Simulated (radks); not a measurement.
Species: Yb LI. Configuration: [Ar] 3d2. All-electron calculation, Dirac Kohn-Sham, LDA (Slater exchange, Perdew-Zunger correlation), spin-unpolarised, spherical densities, point nucleus; open shells fill j = l - 1/2 first. Program: a radial shooting solver on a logarithmic mesh with Libxc functionals.

Unscreened Slater integrals over Kohn-Sham orbitals (cm^-1). Large and small components are both included. Empty in this configuration: 3d5/2.

\begin{tabular}{lr}
integral & value \\ \hline
F0(3d3/2,3d3/2) & 1130000 \\
F2(3d3/2,3d3/2) & 581400 \\
F0(3d3/2,3p3/2) & 1028100 \\
F2(3d3/2,3p3/2) & 485050 \\
G1(3d3/2,3p3/2) & 495390 \\
G3(3d3/2,3p3/2) & 335210 \\
F0(3d3/2,3p1/2) & 1064000 \\
G1(3d3/2,3p1/2) & 557110 \\
F0(3d3/2,3s1/2) & 1027500 \\
G2(3d3/2,3s1/2) & 393830 \\
F0(3d3/2,3d5/2) & 1118500 \\
F2(3d3/2,3d5/2) & 577500 \\
G2(3d3/2,3d5/2) & 567480 \\
G4(3d3/2,3d5/2) & 367340 \\
F0(3p3/2,3p3/2) & 969210 \\
F2(3p3/2,3p3/2) & 483320 \\
F0(3p3/2,3p1/2) & 997070 \\
G2(3p3/2,3p1/2) & 485570 \\
F0(3p3/2,3s1/2) & 967610 \\
G1(3p3/2,3s1/2) & 626100 \\
F0(3p3/2,3d5/2) & 1019700 \\
F2(3p3/2,3d5/2) & 486730 \\
G1(3p3/2,3d5/2) & 504030 \\
G3(3p3/2,3d5/2) & 341200 \\
F0(3p1/2,3p1/2) & 1028700 \\
F0(3p1/2,3s1/2) & 995010 \\
G1(3p1/2,3s1/2) & 622120 \\
F0(3p1/2,3d5/2) & 1054600 \\
G3(3p1/2,3d5/2) & 369400 \\
F0(3s1/2,3s1/2) & 968180 \\
F0(3s1/2,3d5/2) & 1019400 \\
G2(3s1/2,3d5/2) & 399490 \\
F0(3d5/2,3d5/2) & 1107500 \\
F2(3d5/2,3d5/2) & 574170 \\
F4(3d5/2,3d5/2) & 371830 \\
\end{tabular}
